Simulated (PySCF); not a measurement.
# SnB from Hartree–Fock to correlated methods

State: ⁴Σ⁻ (quartet), unpaired electrons σ ↑, π ↑↑. Set-up: PySCF, scalar-relativistic core potentials, basis sets Sn cc-pVDZ-PP with ECP28, B cc-pVDZ. De refers to Sn + B in their high-spin ground configurations, without counterpoise correction. The functionals are run spin-unrestricted. A positive dipole means Sn(−)B(+).

```csv
Level,Re (Å),ωe (cm⁻¹),De (eV),μ (D),"CPU s a point (SCF and correlation, without the integrals)"
UHF,2.157,574,1.43,-0.78,0.067
UHF-MP2,2.191,603,2.34,n/a,0.1
UHF-SCS-MP2,2.197,577,1.97,n/a,n/a
UHF-CCSD,2.214,528,2.08,n/a,n/a
UHF-CCSD(T),2.222,527,2.24,n/a,1.9
LDA,2.182,553,3.53,-1.48,0.26
PBE,2.215,525,2.99,-1.52,0.42
PBEsol,2.200,539,3.23,-1.46,0.31
BLYP,2.239,498,2.66,-1.51,0.29
r²SCAN,2.191,554,2.92,-1.25,0.62
PBE0,2.185,557,2.74,-1.40,0.62
```

Question: Which functional lies closest to UHF-CCSD(T) in De, which farthest, and by how much do they differ from it?

Answer: Closest is BLYP (+1.7 pm in Re, -5.5 % in ωe, +0.42 eV in De against UHF-CCSD(T) in the same basis), farthest LDA (-4.0 pm in Re, +4.9 % in ωe, +1.29 eV in De). CCSD(T) converges more slowly with the basis than the functionals do and binds too weakly in this one, so the order can change at the basis-set limit.

Question: What does the step from GGA to meta-GGA do here, going from PBE to r²SCAN?

Answer: r²SCAN less PBE: -2.4 pm in Re, +5.5 % in ωe, -0.07 eV in De. 

Question: What does second-order correlation do here, going from UHF to UHF-MP2?

Answer: UHF-MP2 less UHF: +3.4 pm in Re, +5.1 % in ωe, +0.91 eV in De. Correlation nearly always deepens the well. The bond lengthens, as in strong covalent bonds, where excitations into antibonding orbitals dominate.

Correlated steps freeze 5 core orbitals. Correlated levels converge slowly with the basis: in double zeta they bind strong bonds too weakly, by up to about 1 eV, and carry superposition errors of some tenths. These are scalar-relativistic numbers at best; spin–orbit coupling would shift them, the dissociation energy most. The state was picked by a PBE0 search and need not be the measured ground state.

The whole job (state search and all levels along the bond) took about 1.2 min on 1 thread of Arm Neoverse V1 (shared host), peak memory 0.43 GiB.
